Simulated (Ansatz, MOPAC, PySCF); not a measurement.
Bond stretch in SBe, lowest singlet found (which spin is the ground state isn't settled by this scan).

Levels: RCCSD(T) = Ansatz (an electronic-structure program) with CCSD(T) on RHF/cc-pVDZ, frozen core; RCCSDT = CCSDT on RHF/cc-pVDZ, frozen core (Ansatz); RKS-B3LYP/6-31G* = restricted B3LYP/6-31G*, spherical d in PySCF; RKS-PBE = restricted PBE/cc-pVDZ (Ansatz); PM6, restricted, heats of formation (MOPAC).

Energies are in eV, each relative to the lowest point of its own curve between 1.45 and 2.16 Å, where full CI is lowest.

| R / Å | RCCSD(T) | RCCSDT | RKS-B3LYP/6-31G* | RKS-PBE | PM6 |
|---|---|---|---|---|---|
| 1.45 | 2.201 | 2.206 | 1.935 | 2.066 | 1.914 |
| 1.55 | 0.890 | 0.894 | 0.727 | 0.815 | 0.698 |
| 1.66 | 0.190 | 0.192 | 0.123 | 0.163 | 0.098 |
| 1.75 | 0.000 | 0.000 | 0.000 | 0.000 | 0.000 |
| 1.84 | 0.034 | 0.033 | 0.092 | 0.055 | 0.140 |
| 1.89 | 0.120 | 0.118 | 0.207 | 0.151 | 0.290 |
| 1.98 | 0.358 | 0.353 | 0.489 | 0.403 | 0.644 |
| 2.03 | 0.522 | 0.515 | 0.675 | 0.574 | 0.872 |
| 2.10 | 0.776 | 0.764 | 0.953 | 0.837 | 1.208 |
| 2.16 | 1.007 | 0.990 | 1.202 | 1.075 | 1.500 |

At the longest distance, 2.16 Å, PM6 lies highest above its minimum (1.500 eV) and RCCSDT lowest (0.990 eV).

The scan ran from 1.45 to 6.81 Å; beyond the distances shown full CI changes its symmetry label. The T1 diagnostic of CCSD on the restricted reference of RCCSD(T), RCCSDT exceeds 0.045 at 2.16 Å. The restricted form behind RKS-B3LYP/6-31G*, RKS-PBE, PM6 keeps the bonding electrons paired and can't separate into open-shell fragments.
